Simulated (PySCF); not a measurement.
**Working with the constants of InCl**

RHF-CCSD(T) constants of InCl, ¹Σ⁺ (singlet), closed shell (basis In aug-cc-pVDZ-PP with ECP28, Cl aug-cc-pV(D+d)Z; scalar-relativistic core potentials; PySCF 2.14; masses 114.9039 and 34.9689 u):

```
ωe              : 301.6 cm⁻¹
ωexe            : 0.948 cm⁻¹
Be              : 0.10305 cm⁻¹
αe              : 0.000470 cm⁻¹
D (centrifugal) : 4.81e-08 cm⁻¹
De to In + Cl   : 4.36 eV
```

Q: Estimate the standard entropy (1 bar) and heat capacity of the ideal gas at 500 K, rigid rotor with B0 and harmonic oscillator at the fundamental.

A: Translation (Sackur–Tetrode, M = 149.87 u): 182.1 J/(mol K). Rotation: q = kT/(σB0) = 3380 with σ = 1, 75.9. Vibration: x = hcν0/kT = 0.862, 9.80. S° = 267.8 J/(mol K); Cp = 7R/2 + 7.82 = 36.9 J/(mol K).

Correlated steps freeze 9 core orbitals. Correlated levels converge slowly with the basis: in double zeta they bind strong bonds too weakly, by up to about 1 eV, and carry superposition errors of some tenths. These are scalar-relativistic numbers at best; spin–orbit coupling would shift them, the dissociation energy most. Where the molecule has an RHF reference, its open-shell atoms are computed with UHF.
